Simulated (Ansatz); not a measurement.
# Worked example: the step energy

An elementary step of SiN₃H₇O, closed shell (SiN₃H₇O ([NH2][Si]([NH2])([NH2])[OH]) → SiN₂H₄O ([NH2][Si]([NH2])[O]) + NH₃ (still joined by a long Si–N bond); Si–N, O–H broken or loosened, N–H formed or tightened). “Start” and “end” are the PBE0-D4/def2-TZVP structures reached by relaxing down either side of its saddle point, with the molecules still in contact.

Program: Ansatz 0.2.0. Basis: def2-TZVPP and def2-QZVPP. Cores are frozen in the correlated methods.

Energies in eV:

| quantity | end | start |
| --- | --- | --- |
| Hartree–Fock, triple zeta (X = 3) | -14461.85074 | -14463.30892 |
| Hartree–Fock, quadruple zeta (X = 4) | -14462.45369 | -14463.91073 |
| MP2 correlation, X = 3 | -27.63628 | -27.36316 |
| MP2 correlation, X = 4 | -29.72801 | -29.45364 |
| CCSD(T) correlation, X = 3 | -29.42555 | -29.18707 |

**Question.** Work out the step energy at the basis limit: extrapolate Hartree–Fock as E(X) = E∞ + A exp(−7.88 √X) and the MP2 correlation as E(X) = E∞ + B X^−2.97 (the exponents that Neese and Valeev fitted for def2-TZVPP and QZVPP), then add CCSD(T) − MP2 in triple zeta.

**Answer.** Each step is linear, so take the differences first (end − start): Hartree–Fock 1.45818 (X = 3) and 1.45704 (X = 4); MP2 correlation -0.27312 and -0.27437; CCSD(T) correlation -0.23848.
Two points give E∞ = E(4) + w [E(4) − E(3)], with w = 1/(exp(7.88 (2 − √3)) − 1) = 0.1377 for Hartree–Fock and w = 1/((4/3)^2.97 − 1) = 0.7407 for the correlation.
Hartree–Fock: 1.45704 + 0.1377 × (-0.00114) = 1.4569 eV.
MP2 correlation: -0.27437 + 0.7407 × (-0.00125) = -0.2753 eV.
CCSD(T) − MP2: -0.23848 − (-0.27312) = 0.0346 eV.
Sum: 1.4569 + (-0.2753) + 0.0346 = 1.2162 eV, or 28.05 kcal/mol. Plain CCSD(T) in triple zeta gives 1.2197 eV, so the larger basis shifts the result by -0.0035 eV.

No T1 diagnostic of these runs exceeds 0.013.

Labels in which every atom is bracketed show which atoms are joined, not bond orders.

For scale, one of the runs: CCSD(T)/def2-TZVPP, 264 basis functions, launched by `ansatz run in.yaml --threads 8 --pin off --events-out ev --progress --plain --max-ram 19148MiB`. The run took 93 s on 8 CPU threads of an Arm Neoverse V2 (shared host), with 6.7 GiB of host memory at its peak.
